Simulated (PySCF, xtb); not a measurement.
C2H8BFN2, SMILES C[C@H](F)B(N)N.

Coordinates come from a r2SCAN-D4/def2-SVP optimisation. The structure was generated by enumeration; whether it is a known compound was not checked. One conformer was computed; it need not be the lowest.

Level of theory: C-PCM-PBE0/def2-SVP (PySCF).

The values are the electrostatic part of the solvation free energy, E(continuum) − E(gas) at the gas-phase geometry, in a cavity of scaled van der Waals radii (PySCF's table); cavitation and dispersion terms are not included. In vacuum the orbital gap is 8.33 eV. The dipole moment in vacuum is 2.58 D.

```
solvent             ε  ΔG(elec) (kcal/mol)  dipole (D)  gap (eV)
--------------  -----  -------------------  ----------  --------
water           78.36                 -6.3        3.16      8.52
ethylethanoate   5.99                 -5.2        3.05      8.50
2-propanol      19.26                 -6.0        3.13      8.51
```

For comparison, GFN2-xTB/ALPB(water) (xtb, at the GFN2-xTB geometry, all terms of that model) gives -7.0 kcal/mol.
